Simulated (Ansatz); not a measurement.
# A geometry optimisation of CH2AgBrGe with PBE0-D3(BJ)/def2-SVP

The starting geometry of this gas-phase singlet was optimised with GFN2-xTB; its bonds are those of `[Br][Ge][CH2][Ag]`.

| atom | x (Å) | y (Å) | z (Å) |
| --- | --- | --- | --- |
| C | 0.4112 | -0.9533 | 2.1358 |
| Ag | 1.2564 | 0.3624 | 3.6294 |
| Br | 0.0627 | -2.8908 | -0.5692 |
| Ge | 1.6015 | -1.4889 | 0.5844 |
| H | 0.0686 | -1.8665 | 2.6485 |
| H | -0.4908 | -0.4649 | 1.7330 |

Task: Predict what it relaxes into with PBE0-D3(BJ)/def2-SVP.

Result: A new bond forms, giving a structure given below by its coordinates. Contacts that close: Ag2–Ge4 (3.58 → 2.82 Å).

The energy falls by 0.59 eV over 21 steps:

```
step  E − E(last) (eV)
   1             0.588
   3             0.519
   5             0.516
   8             0.497
  10             0.430
  12             0.196
  14             0.051
  17             0.000
  19             0.000
  21             0.000
```

Final geometry (Å):

```yaml
atoms:
  - { symbol: C, position_ang: [-0.0517, -0.7943, 1.9688] }
  - { symbol: Ag, position_ang: [1.8537, -0.8819, 2.9871] }
  - { symbol: Br, position_ang: [1.2803, -3.2681, 0.2845] }
  - { symbol: Ge, position_ang: [0.9402, -0.8798, 0.3188] }
  - { symbol: H, position_ang: [-0.6067, -1.6533, 2.3755] }
  - { symbol: H, position_ang: [-0.5060, 0.1753, 2.2272] }
```

No frequencies were run, so the end isn't proven a minimum. Atoms past krypton carry core potentials, without spin–orbit terms. Run with Ansatz 0.2.0, 80 s on 2 threads of Arm Neoverse V1 (shared host).
